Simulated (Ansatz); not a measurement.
Geometry optimisation, RKS CAM-B3LYP/6-31G in Ansatz 0.2.0.

The input (input.yaml):

```yaml
crystal:
  periodic: [false, false, false]
  atoms:
    - { symbol: C, position_ang: [-0.7624, -1.1913, -1.1777] }
    - { symbol: Si, position_ang: [-0.2511, -0.887, 0.5711] }
    - { symbol: C, position_ang: [0.9567, 0.5174, 0.6353] }
    - { symbol: F, position_ang: [1.548, 0.6385, 1.9345] }
    - { symbol: B, position_ang: [0.2964, 1.8728, 0.2106] }
    - { symbol: F, position_ang: [-1.09392, 1.95644, -0.16598] }
    - { symbol: H, position_ang: [-1.2864, -0.2268, -1.5553] }
    - { symbol: H, position_ang: [0.1063, -1.3532, -1.8352] }
    - { symbol: H, position_ang: [-1.5179, -1.9799, -1.1842] }
    - { symbol: H, position_ang: [0.3915, -2.115, 1.0831] }
    - { symbol: H, position_ang: [-1.4174, -0.5693, 1.4406] }
    - { symbol: H, position_ang: [1.85, 0.3044, -0.0234] }
    - { symbol: H, position_ang: [0.95652, 2.91587, 0.19821] }
basis:
  gaussian: { orbitals: "6-31G" }
hamiltonian:
  xc: cam_b3lyp
relax:
  f_tol: 0.015
  max_steps: 40
output:
  orbitals: {}
```

Run as:

```bash
$ ansatz run input.yaml --threads 1 --pin off --max-ram 2048MiB --backend cpu --events-out ev --progress --plain --runs-dir out
```

Task: Where does it end, and by what steps?

Result: The forces met the threshold. Limits of this set-up: no polarisation functions. After 13 steps the energy has fallen by 0.668 eV; F6 moved furthest, 1.15 Å.

```tsv
step	energy less start (eV)	largest force component (eV/Å)	accepted
0	0.0000	2.495	yes
1	-0.3981	1.301	yes
2	-0.4401	1.195	yes
3	-0.5065	0.405	yes
4	-0.5530	0.363	yes
5	-0.5957	0.199	yes
6	-0.6173	0.671	yes
7	-0.6531	0.168	yes
8	-0.6636	0.239	yes
9	-0.6505	0.614	no
10	-0.6675	0.045	yes
11	-0.6680	0.038	yes
12	-0.6682	0.033	yes
13	-0.6682	0.007	yes
```

```xyz
13
Properties=species:S:1:pos:R:3
C -0.908 -1.214 -1.153
Si -0.212 -0.897 0.587
C 1.042 0.594 0.543
F 1.671 0.630 1.852
B 0.330 1.935 0.265
F -0.267 2.084 -0.962
H -1.311 -0.291 -1.578
H -0.131 -1.589 -1.824
H -1.710 -1.956 -1.115
H 0.543 -2.070 1.125
H -1.299 -0.534 1.551
H 1.818 0.366 -0.198
H 0.209 2.826 1.039
```

Whether the end is a true minimum wasn't checked by a vibrational analysis.

Time of the run: 81 s on 1 thread of Arm Neoverse V2, on a shared host, peak memory 0.21 GiB.
